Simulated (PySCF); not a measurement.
silicon monosulfide (SSi), SMILES [Si]=S (connectivity only; charge and spin as stated), neutral, multiplicity 1. The structure is a stationary point at PBE-D3(BJ)/def2-TZVPD.

TDA-PBE0/def2-TZVPD run with PySCF 2.14.0 puts the lowest singlet excitations at 4.04, 4.26, 4.26, 4.48, 4.48, 6.41 eV.

Q: What are the lowest excitation roots from ADC(2)/aug-cc-pVDZ (PySCF)? (Estimate from the structure and the level; the computed values follow.)

A: 4.29, 4.38, 4.38, 4.56, 4.56, 5.62 eV. S1 differs by 0.26 eV (second minus first; roots are paired by order, and the bases may differ).
